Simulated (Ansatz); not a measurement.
Ansatz (an electronic-structure program) input (RPA@PBE/def2-QZVPP):
A basis named .json is the Basis Set Exchange file of that set.

Ansatz 0.2 input:
```yaml
crystal:
  periodic: [false, false, false]
  atoms:
    - {symbol: Zn, position_ang: [-0.00000000, -0.00000000, -0.05266854]}
    - {symbol: H, position_ang: [0.00000000, 0.00000000, 1.58005619]}
basis:
  gaussian:
    orbitals: def2-QZVPP.json
hamiltonian:
  xc: pbe
magnetization: {spin_polarized: true, initial_magnetization: 1}
correlation: {method: rpa, electrons: outside_noble_gas}
```

End of the output:

```
integrals: 0.12 GiB planned
873 factors; integrals over basis functions are off by at most 1.2e-3 eV
mean field: 0.42 GiB planned
mean field evaluation 1: about -48425.9186 eV, gradient 3.3e1 eV
mean field evaluation 2: about -48425.9180 eV, gradient 3.3e1 eV
mean field evaluation 4: about -48428.2249 eV, gradient 4.2e0 eV
mean field evaluation 8: about -48428.3714 eV, gradient 4.9e-1 eV
mean field evaluation 16: about -48428.3721 eV, gradient 9.6e-6 eV
mean field -48428.37213309 eV, -1779.7098499616 hartree, gradient 9.6e-6 eV, S^2 0.754607; 0 other end points of the search recorded, 0 dependent functions left out
9 core orbitals not correlated
reference -48390.99578510 eV, -1778.3362945072 hartree; 7, 6 occupied and 114, 115 virtual orbitals, 873 factors
Total energy: -48410.12986097 eV, -1779.0394588260 hartree
```

The spin state was set by rule; other spins were not relaxed.
